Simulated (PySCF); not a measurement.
How methods differ on the ionisation energy of Pt⁶²⁺

Pt⁶²⁺ [Ne] 3s2 3p4 (3P) → Pt⁶³⁺ [Ne] 3s2 3p3 (4S), as a difference of total energies. Computed with PySCF 2.14 in an even-tempered Gaussian basis (17 s from 17 bohr⁻², ratio 2.5; 12 p from 22 bohr⁻², ratio 2.5; 4 d from 89 bohr⁻², ratio 2.7; 4 f from 130 bohr⁻², ratio 2.7), with scalar relativity by spin-free X2C-1e. Correlated levels: outer shells: 1s2 frozen; virtual orbitals above 40 to 60 times the deepest correlated orbital energy dropped. The calculations carry no spin-orbit coupling.

| method | ionisation energy (eV) |
| --- | --- |
| UHF | 6912.7 |
| MP2 (outer shells) | 6914.0 |
| SCS-MP2 (outer shells) | 6914.0 |
| CCSD (outer shells) | 6914.0 |
| CCSD(T) (outer shells) | 6914.0 |

Spin-orbit coupling is strong in these open shells (close to jj coupling). The scalar numbers leave it out and a first-order estimate fails, so it can dominate the gap to the real levels.

The ground level that NIST lists for one species does not belong to the high-spin term computed here, so part of any gap is the choice of state.

Breit and QED terms and the two-electron picture change are absent.

For comparison: 6787 ± 15 eV (theoretical estimate listed by NIST; NIST Atomic Spectra Database, ionization energies).
